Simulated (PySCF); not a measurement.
## `F[C@H]1C[C@H](CF)O1`, C4H6F2O

Cartesian coordinates in Å; atom numbers follow the order of the lines, from 1:
```xyz
13

F    -2.519   -0.640    0.331
C    -1.648    0.410    0.462
C    -0.284   -0.107    0.900
C     0.584   -0.784   -0.174
C     1.543    0.373    0.098
F     2.707   -0.024    0.696
O     0.669    0.962    1.019
H    -2.056    1.088    1.217
H    -1.591    0.914   -0.508
H    -0.382   -0.667    1.836
H     0.983   -1.758    0.092
H     0.154   -0.806   -1.171
H     1.835    1.040   -0.723
```

Level of theory: PySCF, TDDFT CAM-B3LYP/def2-SVPD circular dichroism and optical rotation, one conformer, gas phase. Geometry: GFN2-xTB.

The molecule is flexible and this is one conformer; a measurement averages over conformers. States above about 10.1 eV (minus the energy of the highest occupied orbital) lie near or above the ionisation threshold and depend on the basis.

**Question.** Draw the ECD and absorption spectra from the lowest 16 states, each a Gaussian of half-width 0.25 eV at 1/e height.

**Answer.** 
| E (eV) | λ (nm) | Δε (L mol⁻¹ cm⁻¹) | ε (L mol⁻¹ cm⁻¹) |
| --- | --- | --- | --- |
| 7.57 | 164 | +0.45 | 7.5 |
| 7.67 | 162 | +1.89 | 31.7 |
| 7.77 | 159 | +5.79 | 97.2 |
| 7.87 | 157 | +12.88 | 217 |
| 7.97 | 155 | +20.88 | 359 |
| 8.07 | 154 | +24.72 | 451 |
| 8.17 | 152 | +21.71 | 482 |
| 8.27 | 150 | +14.68 | 528 |
| 8.37 | 148 | +7.95 | 638 |
| 8.47 | 146 | +2.64 | 744 |
| 8.57 | 145 | -1.68 | 771 |
| 8.67 | 143 | -3.69 | 813 |
| 8.77 | 141 | -1.53 | 1160 |
| 8.87 | 140 | +4.07 | 2110 |
| 8.97 | 138 | +10.97 | 3590 |
| 9.07 | 137 | +19.38 | 5040 |
| 9.17 | 135 | +30.39 | 5800 |
| 9.27 | 134 | +39.86 | 5710 |
| 9.37 | 132 | +39.59 | 5210 |
| 9.47 | 131 | +27.04 | 4730 |
| 9.57 | 130 | +8.87 | 4450 |
| 9.67 | 128 | -6.12 | 4370 |
| 9.77 | 127 | -15.49 | 4620 |
| 9.87 | 126 | -24.64 | 5320 |
| 9.97 | 124 | -38.40 | 6210 |

Δε uses R in velocity form, ε uses f in length form. Only the states computed contribute, so the short-wavelength end is incomplete.
